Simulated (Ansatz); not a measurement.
B2F3H (`FBB(F)F`), one more setting.

```yaml
crystal:
  periodic: [false, false, false]
  atoms:
    - {symbol: F, position_ang: [0.018769, 0.817258, 1.701293]}
    - {symbol: B, position_ang: [-0.331009, -0.076595, 0.792319]}
    - {symbol: B, position_ang: [0.317237, 0.023839, -0.796503]}
    - {symbol: F, position_ang: [1.427807, -0.605268, -1.136890]}
    - {symbol: F, position_ang: [-0.288001, 0.702861, -1.754418]}
    - {symbol: H, position_ang: [-1.102804, -0.926294, 1.147998]}
basis:
  gaussian: {orbitals: 6-31G, final_grid: {core_spheres: 20, valence_spheres: 16, degree: 47}}
hamiltonian: {xc: {name: revPBE0}, dispersion: d3bj}
output: {forces: true}
```

```sh
$ ansatz run in.yaml --threads 2 --pin off --events-out ev --progress --plain --max-ram 4352MiB
```

Output, abridged:

```
Functional definition: revPBE0
509 factors; integrals over basis functions are off by at most 2.2e-4 eV
mean field evaluation 1: about -9513.9496 eV, gradient 3.7e1 eV
mean field evaluation 2: about -9511.5162 eV, gradient 5.5e1 eV
mean field evaluation 4: about -9516.0544 eV, gradient 1.8e0 eV
mean field evaluation 8: about -9516.1609 eV, gradient 8.5e-2 eV
mean field evaluation 16: about -9516.1609 eV, gradient 2.4e-6 eV
mean field -9516.16092962 eV, -349.7124638782 hartree, gradient 2.6e-6 eV, S^2 0.000000; 0 other end points of the search recorded, 0 dependent functions left out
reference -9516.16094776 eV, -349.7124645447 hartree; 19, 19 occupied and 28, 28 virtual orbitals, 509 factors
Total energy: -9516.31584017 eV, -349.7181567358 hartree
Atom 0 at     0.018769     0.817258     1.701293 Å, force     0.567300     1.474880     1.527450 eV/Å
Atom 1 at    -0.331009    -0.076595     0.792319 Å, force    -0.509834    -1.462121    -1.660087 eV/Å
Atom 2 at     0.317237     0.023839    -0.796503 Å, force    -0.895759    -0.118192     2.239669 eV/Å
Atom 3 at     1.427807    -0.605268    -1.136890 Å, force     1.768164    -1.017571    -0.521171 eV/Å
Atom 4 at    -0.288001     0.702861    -1.754418 Å, force    -0.986711     1.082627    -1.512794 eV/Å
Atom 5 at    -1.102804    -0.926294     1.147998 Å, force     0.056839     0.040375    -0.073068 eV/Å
Dipole moment:    -0.135188    -0.125365     0.111745 e Å
```

Run time 1.4 s (2 threads of an Arm Neoverse V1 on a shared host); peak host memory 0.33 GiB.
